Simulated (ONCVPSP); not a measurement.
# Varying the ONCV potential for K

Base potential:

ONCVPSP 4.0.1 input, shortened (lines: element, Z, core and valence counts, functional; n l f; lmax; l rc ep ncon nbas qcut; lloc lpopt rc5 dvloc0; l nproj debl; icmod fcfact rcfact), PBE, fully relativistic:

```
  K 19.00    3    4        4      upf
    1    0    2.00
    2    0    2.00
    2    1    6.00
    3    0    2.00
    3    1    6.00
    4    0    0.75
    4    1    0.25
    2
    0    1.80    0.00    4    8    5.90
    1    2.30    0.00    3    6    6.10
    2    1.90    0.33    4    8    6.00
    4    1    1.65    4.00
    0    2    3.70
    1    2    1.60
    2    2    3.00
    0    0.00    0.00
```

Open shells are filled in proportion to 2j + 1.

All-electron outer shells of the reference configuration (PBE, scalar-relativistic, ld1.x):

| shell | level (eV) | outermost node (bohr) | outermost maximum (bohr) |
| --- | --- | --- | --- |
| 2p | -280.50 | – | 0.26 |
| 3s | -35.72 | 0.48 | 1.08 |
| 3p | -19.19 | 0.45 | 1.15 |
| 4s | -2.50 | 1.58 | 4.13 |
| 4p | -0.97 | 1.87 | 5.79 |

Cutoffs, loose and tight: the cutoffs (Ha) at which the residual kinetic energy of the hardest occupied pseudo-wave falls to 1 and 0.1 mHa per electron. They do not see the model core or the augmentation charge, which bear on the density cutoff. Test errors are all-electron minus pseudo excitation energies from the reference, over the configurations 3s2 3p6 4s1 4p0; 3s2 3p6 4s0 4p0; 3s2 3p6 4s0.5 4p0; 3s2 3p6 4s0 4p1. A dash means not determined; rows that change the core or the reference have their own tests.

For the base: The cutoffs count occupied waves only; projector 2 of the d channel, the hardest unoccupied one, needs 75 Ha at the loose tolerance.

```tsv
change	outcome	cutoff, loose	cutoff, tight	bound ghosts	GHOST(+) flags above zero	largest test error (meV)
base	generated	13 Ha	16 Ha	none	none	0.0
s: rc 1.28; local potential polynomial inside 1.28 bohr (lpopt 1, dvloc0 4 Ha)	generated	31 Ha	98 Ha	none	p3/2	0.0
s: rc 1.78	generated	13 Ha	16 Ha	none	none	0.0
s: rc 2.14	generated	11 Ha	13 Ha	none	none	0.0
s: rc 2.34	generated	11 Ha	13 Ha	none	none	0.0
s: rc 2.6	generated	11 Ha	13 Ha	none	none	-0.1
```

Task: What comes out with this change to the base: s: rc 1.48; local potential polynomial inside 1.48 bohr (lpopt 1, dvloc0 4 Ha)?

Result: outcome: generated; cutoff, loose: 16 Ha; cutoff, tight: 63 Ha; bound ghosts: none; GHOST(+) flags above zero: none; largest test error (meV): 0.0.

Task: What comes out with this change to the base: s: rc 1.92?

Result: outcome: generated; cutoff, loose: 12 Ha; cutoff, tight: 15 Ha; bound ghosts: none; GHOST(+) flags above zero: none; largest test error (meV): 0.0.

Reading the sweep of the s radius (base included, trends over the rows without a ghost): The loose cutoff falls from 31 Ha at 1.28 to 11 Ha at 2.6 bohr. A larger radius leaves more room for a smooth pseudo-wave, so fewer plane waves are needed; a smaller one forces it to follow the all-electron wave where it bends sharply. The median size of the test errors (rows with all tests solved) stays near 0.0 meV.
